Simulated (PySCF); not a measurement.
Ga(H)2(SeH) (GaH3Se), SMILES [GaH2][SeH]. Coordinates come from a PBE0-D3(BJ)/def2-TZVP optimisation.

PySCF with TDDFT-PBE0/def2-SVPD puts the lowest singlet excitations at 4.90, 5.39, 5.69, 5.83, 5.97, 6.91 eV.

What are the lowest excitation roots from PySCF with ADC(2)/aug-cc-pVDZ? (The exact figures need the calculation; the answer reports its results.)

5.10, 5.69, 5.78, 6.25, 6.32, 7.22 eV. S1 differs by 0.21 eV (second minus first; roots are paired by order, and the bases may differ).
